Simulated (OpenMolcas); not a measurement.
An OpenMolcas run meant for S I (ANO-L-VQZP, non-relativistic; inactive shells 1s 2s 2p; intended active space 6 electrons in 8 orbitals (3s 3p 4s 4p)). One step of its input:

```
&CASPT2
Multistate=3 1 2 3
Frozen=1 0
IPEA=3.0
Imaginary=0.1
MaxIter=60
WThr=0.0 0.3 0.05
PrWF=0.5
NoMix
```

The run finished. Its levels beside those of a sound run (SS-CASPT2, IPEA 0.25 Eh, imaginary shift 0.1 Eh (closed shells correlated: 2s 2p)), in cm-1 above each run's lowest level:

```
      Level  This run  Usual run
3s2 3p4 3P2       0.0        0.0
3s2 3p4 3P1       360        360
3s2 3p4 3P0       525        525
3s2 3p4 1D2      9672       9789
3s2 3p4 1S0     22544      22508
```

Q: Which setting is unsound, and how much does it matter here?

A: The IPEA shift is far above its usual 0.25 hartree. Against the sound run the excited levels shown move by 39 cm-1 on average and by 120 cm-1 at most.

Term energies are means over components that CASPT2 splits; among the terms shown or strongly mixed into the levels shown the widest spread is 300 cm-1 (3s2 3p4 1D, this run). Active for correlation alone: 4p 4s; no level in the range computed is led by a configuration that fills them, so any true level of that kind is missing. Only configurations of the active space appear.
